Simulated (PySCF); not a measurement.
Static response to an electric field

Compound: C₄H₂Cl₂P₂.
Numbering: `[Cl:1][c:2]1[cH:3][p:4][c:5]([Cl:6])[cH:7][p:8]1` (hydrogens: H9 on C3; H10 on C7)

Structure used (GFN2-xTB), in Å, numbered top down from 1:
```xyz
10
C4H2Cl2P2 angstrom
Cl    -2.963   -1.294   -0.276
C     -1.377   -0.585   -0.128
C     -1.303    0.779   -0.021
P      0.105    1.784    0.137
C      1.379    0.586    0.123
Cl     2.965    1.294    0.270
C      1.304   -0.778    0.018
P     -0.104   -1.783   -0.142
H     -2.239    1.326   -0.035
H      2.241   -1.325    0.033
```

Level: wB97X-D/def2-SVPD (PySCF), static field, nuclei fixed, core orbitals frozen in the response. The polarisability tensor in these axes (au):

```
x   159.89  19.94   6.63
y    19.94 142.94   6.38
z     6.63   6.38  74.30
```

What are the eigenvalues, a third of the trace, and Δα (Δα² = ½Σ(αi − αj)² over the three pairs)?

Principal values 73.42, 129.79 and 173.91 au; mean 125.71 au = 18.63 Å³ = 20.73 × 10⁻⁴⁰ C²·m²/J; Δα = 87.23 au (69 % of the mean).

What is the dipole moment?

0.00 D; point group C2h allows none.

What would n − 1 = 2πNα be for an ideal gas of these molecules at 298.15 K and 1 atm, electronic part alone?

N = p/kT = 2.4615 × 10¹⁹ cm⁻³, so n − 1 = 2π × N × 18.63 × 10⁻²⁴ cm³ = 2881 × 10⁻⁶ at long wavelengths, for an ideal gas.

What depolarisation ratio follows for Rayleigh scattering of linearly polarised light, taking the static tensor?

ρ = 3Δα²/(45ᾱ² + 4Δα²) = 22829.6/(711115 + 30439.5) = 0.0308.

Form Σ f/ω² (atomic units) for the 8 lowest TDDFT singlets, given as eV and f, and set it beside the mean polarisability, which is this sum over all singlets: 3.85, 0.0531; 4.30, 0.0861; 4.71, 0.0248; 4.80, 0.0000; 5.14, 0.4050; 5.60, 0.0005; 5.72, 0.0000; 5.76, 0.0019.

They add up to 18.33 au, 14.6 % of the 125.71 au; the largest single term is 11.35 au, from the state at 5.14 eV. Terms in order: 2.65, 3.45, 0.83, 0.00, 11.35, 0.01, 0.00, 0.04 au. Higher excitations give the rest. The strengths listed sum to 0.571.

Along which axes do the principal values lie, and how far do the nuclei extend along each?

Largest value along (0.83, 0.55, 0.09), where the nuclei span 6.39 Å; middle along (-0.56, 0.83, 0.03), 4.69 Å; least along (-0.06, -0.07, 1.00), 0.00 Å. The response follows the extents in order.

Find the Langevin capture rate constant for NH4+ (18.034 u) meeting this molecule (181.901 u), k = 2.342 × 10⁻⁹ cm³/s × √(α in Å³ / reduced mass in u).

The reduced mass is 16.41 u, so k = 2.50 × 10⁻⁹ cm³/s.

Geometry: GFN2-xTB; no solvent, vibrations or thermal averaging.
